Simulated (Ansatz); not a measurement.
## Match the barriers

Saddle point of SiH$_{4}$SF$_{2}$, closed shell (SiH₂F₂ ([F][SiH2][F]) + H₂S → SiH₂SF₂ ([F][SiH]([F])[SH]) + H₂; bonds formed: Si1–S7, H2–H6; bonds broken: Si1–H2, H6–S7), PBE0-D4/def2-TZVP structure:

```json
{"atom": "Si1", "x (Å)": "-0.4676", "y (Å)": "0.4655", "z (Å)": "-0.2524"}
{"atom": "H2", "x (Å)": "-0.3534", "y (Å)": "-1.1575", "z (Å)": "-0.7263"}
{"atom": "F3", "x (Å)": "-1.2988", "y (Å)": "0.5667", "z (Å)": "-1.6269"}
{"atom": "F4", "x (Å)": "0.7072", "y (Å)": "1.4621", "z (Å)": "-0.6355"}
{"atom": "H5", "x (Å)": "-1.5325", "y (Å)": "0.7433", "z (Å)": "0.7188"}
{"atom": "H6", "x (Å)": "0.1106", "y (Å)": "-1.1706", "z (Å)": "0.1122"}
{"atom": "S7", "x (Å)": "0.8323", "y (Å)": "-0.4555", "z (Å)": "1.5361"}
{"atom": "H8", "x (Å)": "2.0021", "y (Å)": "-0.4540", "z (Å)": "0.8740"}
```

Program: Ansatz 0.2.0. Basis: def2-TZVPP, with def2-QZVPP for the basis limit. Cores are frozen in the correlated methods. B3LYP uses VWN-RPA correlation. Extrapolation: Hartree–Fock as exp(−7.88 √X), correlation as X^−2.97. Four methods, as single points on the PBE0-D4 structures, gave these electronic barriers from the start structure: 154.2, 195.7, 219.0, 277.8 kJ/mol.

**Question.** The methods were, in alphabetical order, B3LYP-D4, BHLYP-D4, HF, PBE-D4. Which gave which? (Judge from chemistry; the calculation decides.)

**Answer.** By the calculation: PBE-D4 154.2; B3LYP-D4 195.7; BHLYP-D4 219.0; HF 277.8 kJ/mol. For comparison, CCSD(T) at an estimated basis limit (MP2 extrapolated from triple and quadruple zeta, plus CCSD(T) − MP2 in triple zeta) gives 200.1 kJ/mol.

T1 diagnostic: at most 0.013.

Labels in which every atom is bracketed show which atoms are joined, not bond orders.

For scale, one of the runs: CCSD(T)/def2-TZVPP, 202 basis functions, launched by `ansatz run in.yaml --threads 4 --pin off --events-out ev --progress --plain --max-ram 9574MiB`. The run took 45 s on 4 CPU threads of an Arm Neoverse V1 (shared host), with 2.5 GiB of host memory at its peak.
